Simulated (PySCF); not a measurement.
# Radial density of Bi (bismuth, neutral)

PW91, [Xe] 4f14 5d10 6s1 6p4, high-spin 4P determinant (an excited configuration). Computed with PySCF 2.14 in aug-cc-pVTZ-PP with one added diffuse shell each of d, f type with ECP60MDF (6s5p5d3f, 67 functions), with scalar relativity through the core potential. This is the valence pseudo-density: the core potential removes the inner electrons and smooths the orbitals near the nucleus.

```json
{"r (bohr)": "0.00953", "4πr²ρ (e/bohr)": "1.497e-05", "4πr²(ρα − ρβ)": "0.0000"}
{"r (bohr)": "0.0160", "4πr²ρ (e/bohr)": "3.667e-05", "4πr²(ρα − ρβ)": "0.0000"}
{"r (bohr)": "0.0270", "4πr²ρ (e/bohr)": "7.205e-05", "4πr²(ρα − ρβ)": "0.0000"}
{"r (bohr)": "0.0453", "4πr²ρ (e/bohr)": "0.0001009", "4πr²(ρα − ρβ)": "0.0000"}
{"r (bohr)": "0.0763", "4πr²ρ (e/bohr)": "0.0001842", "4πr²(ρα − ρβ)": "0.0000"}
{"r (bohr)": "0.128", "4πr²ρ (e/bohr)": "0.001075", "4πr²(ρα − ρβ)": "0.0000"}
{"r (bohr)": "0.216", "4πr²ρ (e/bohr)": "0.01584", "4πr²(ρα − ρβ)": "0.0004"}
{"r (bohr)": "0.363", "4πr²ρ (e/bohr)": "0.5174", "4πr²(ρα − ρβ)": "0.0181"}
{"r (bohr)": "0.611", "4πr²ρ (e/bohr)": "10.93", "4πr²(ρα − ρβ)": "0.2692"}
{"r (bohr)": "1.03", "4πr²ρ (e/bohr)": "20.00", "4πr²(ρα − ρβ)": "-0.0479"}
{"r (bohr)": "1.73", "4πr²ρ (e/bohr)": "5.709", "4πr²(ρα − ρβ)": "1.2085"}
{"r (bohr)": "2.91", "4πr²ρ (e/bohr)": "1.907", "4πr²(ρα − ρβ)": "1.0330"}
{"r (bohr)": "4.89", "4πr²ρ (e/bohr)": "0.2717", "4πr²(ρα − ρβ)": "0.1118"}
{"r (bohr)": "8.22", "4πr²ρ (e/bohr)": "0.007189", "4πr²(ρα − ρβ)": "0.0009"}
```

Energies and moments cover only the electrons outside the core potential. Spin-orbit coupling is strong in this species (close to jj coupling), so the high-spin LS determinant is a model state, not a physical level.

(1) Where is the radial spin density 4πr²(ρα − ρβ) most negative, and why is it negative at all?

## Answers

(1) Around r = 1.03 bohr, down to -0.0479 e/bohr: exchange with the open shell polarises the paired shells in an unrestricted calculation.
